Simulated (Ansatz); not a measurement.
Program: Ansatz. Geometries: PBE0-D4/def2-TZVP. ΔE: electronic, gas phase. CCSD(T)/CBS adds triple-zeta CCSD(T) − MP2 to the extrapolated MP2 energy (def2 sets, frozen cores). This one scheme is used for every species. DFT in def2-TZVPP. B3LYP here is the variant with VWN-RPA as its local correlation; programs differ in this. Each species was taken in one conformer, which may not be the lowest.

Reaction (hydrogenolysis of the Si–Cl bond): `O[SiH](Cl)[SiH2]Cl` + H₂ → `O[SiH]([SiH3])Cl` + HCl

`O[SiH](Cl)[SiH2]Cl`:

```xyz
9

O    -1.695    1.001    0.394
Si   -0.305    0.358    0.971
Cl   -0.657   -1.345    2.075
Si    1.045   -0.299   -0.831
Cl   -0.296   -1.127   -2.175
H    -2.129    0.531   -0.323
H     0.273    1.371    1.880
H     2.051   -1.330   -0.482
H     1.712    0.841   -1.509
```

H₂:

Cartesian coordinates in Å:
```
H -0.248 -0.101 0.260
H 0.248 0.101 -0.260
```

`O[SiH]([SiH3])Cl`:

Z-matrix (Å, degrees):
```
Si
Si 1 2.335
Cl 1 2.068 2 108.6
O 1 1.639 2 107.4 3 -119.7
H 1 1.486 2 114.5 3 116.6
H 2 1.487 1 110.4 3 -179.5
H 2 1.485 1 109.5 3 59.7
H 2 1.487 1 108.6 3 -59.9
H 4 0.959 1 118.4 2 180.0
```

HCl:

```xyz
2

Cl    0.380   -0.287   -0.427
H    -0.380    0.287    0.427
```

Problem. Is it downhill or uphill in electronic energy at CCSD(T)/CBS, and by how much? (An estimate is asked.)

Solution. Computed: Uphill: ΔE = +0.74 eV.

Problem. What do these levels give: PBE-D4, r2SCAN0-D4, r2SCAN, B3LYP, r2SCANh, r2SCAN0, CAM-B3LYP, MP2/def2-SVP, CCSD/def2-SVP, MP2/def2-TZVPP, SCS-MP2/def2-TZVPP, SCS-MP2/def2-QZVPP? (An estimate is asked.)

Solution. The calculation gave: PBE-D4 0.75, r2SCAN0-D4 0.76, r2SCAN 0.77, B3LYP 0.64, r2SCANh 0.76, r2SCAN0 0.74, CAM-B3LYP 0.63, MP2/def2-SVP 0.62, CCSD/def2-SVP 0.50, MP2/def2-TZVPP 0.77, SCS-MP2/def2-TZVPP 0.71, SCS-MP2/def2-QZVPP 0.76 eV.

Problem. What do rigid-rotor, harmonic-oscillator terms from PBE0-D4/def2-TZVP frequencies (298.15 K, 1 bar) make of the CCSD(T)/CBS value? (Best estimate.)

Solution. Ansatz gave: ΔZPE = +0.06 eV, ΔH = +0.77 eV, ΔS = 25 J/(mol·K), ΔG = +0.70 eV. Modes under 50 cm⁻¹ make the entropy rough.

Largest T1 diagnostic among the species: 0.012.

At CCSD(T), def2-SVP lies −0.21 eV from the extrapolated value and def2-TZVPP −0.08 eV. The D4 term adds +0.10 eV with B3LYP and +0.06 eV with PBE0; it sums over pairs of atoms, weighted by their polarisabilities, and B3LYP, whose exchange is more repulsive, gets the larger term.
